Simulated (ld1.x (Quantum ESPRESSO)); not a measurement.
Scattering properties, RRKJ potential for caesium (Cs)

```json
{
 "Element": "Cs (Z = 55)",
 "Generator": "ld1.x (Quantum ESPRESSO) 7.5",
 "Type": "norm-conserving RRKJ (Kleinman–Bylander form)",
 "Functional": "PBE",
 "Relativity": "scalar-relativistic",
 "Frozen core": "[Kr] 4d10",
 "Valence charge": "9",
 "Reference configuration": "5s2 5p6 5d1 6s0 6p0",
 "Partial waves": "5s (bound): rc 1.70 bohr; 5p (bound): rc 2.75 bohr; 5d (bound): rc 3.95 bohr",
 "Local potential": "the d channel",
 "Core correction": "Bessel-smoothed model core inside 0.80 bohr",
 "rho0": "0.005"
}
```

The phase is arctan(r·u′/u) with u = r·R(r), unwrapped; energies in Ry, scanned from -4 to 5 Ry. A pole is an energy at which the radial function vanishes at the test radius. The pseudo phase is shifted by a multiple of π to meet the all-electron one at the reference energy, and phase errors are pseudo minus all-electron; the curves can meet again beyond the range given. Levels narrower than the energy grid can be missing from the lists of poles. n/a: not evaluated, since a narrow level or a reset projector energy made the automatic matching unsafe.

```
channel  radius (bohr)  reference energy (Ry)  poles, all-electron      poles, pseudo  unbroken range about the reference energy with phases within 0.05 rad  phase error 1 Ry above the reference energy (rad)
      s           4.31                  -1.98    -1.96, 0.88, 4.43        -1.96, 1.09                                                                    n/a                                                n/a
      p           4.31                  -1.01          -0.96, 1.53  -0.96, 1.42, 4.50                                                              below 0.2                                             -0.011
      d           4.31                  -0.04           0.35, 2.79         0.35, 2.76                                                              below 4.0                                             +0.005
```

Note: ghost state, extra bound levels that the all-electron valence spectrum of the same l lacks: s at -22.0 eV. A true bound ghost makes a file unfit for plane-wave use.

Phases in the p channel:

```csv
E (Ry),all-electron,pseudo
-4.00,1.450,1.450
-3.52,1.441,1.441
-3.04,1.430,1.430
-2.56,1.415,1.416
-2.08,1.394,1.394
-1.60,1.357,1.357
-1.12,1.130,1.130
-0.64,-1.808,-1.808
-0.16,-2.005,-2.010
0.32,-3.147,-3.242
0.80,-4.457,-4.487
1.28,-4.660,-4.681
1.76,-4.752,-4.781
2.24,-4.838,-4.905
2.72,-5.004,-5.483
3.20,-6.250,-7.524
3.68,-7.579,-7.744
4.16,-7.741,-7.819
4.64,-7.805,-7.867
```
